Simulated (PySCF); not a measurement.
**Vibration and rotation of MgBi**

M06 constants of MgBi, ⁴Σ⁻ (quartet), unpaired electrons σ ↑, π ↑↑ (basis Mg aug-cc-pVDZ, Bi aug-cc-pVDZ-PP with ECP60; scalar-relativistic core potentials; PySCF 2.14; masses 23.9850 and 208.9804 u):

- ωe: 187.9 cm⁻¹
- ωexe: 1.28 cm⁻¹
- Be: 0.089164 cm⁻¹
- αe: 0.000668 cm⁻¹
- De to Mg + Bi: 0.72 eV

Question: What force constant and bond length do these constants imply?

Answer: Reduced mass μred = 21.516 u; k = 5.8918×10⁻⁷·μred·ωe² (u, cm⁻¹, mdyn/Å) = 0.448 mdyn/Å; Re = √(16.8576/(μred·Be)) (u, cm⁻¹, Å) = 2.964 Å.

Question: Estimate the centrifugal constant D from the Kratzer relation and find the Dunham coefficient a1.

Answer: D = 4Be³/ωe² = 8.03e-08 cm⁻¹; a1 = −1 − αeωe/(6Be²) = -3.63.

These are scalar-relativistic numbers at best; spin–orbit coupling would shift them, the dissociation energy most. The state is the lowest determinant that a PBE0 search found; another state may lie lower at other levels.
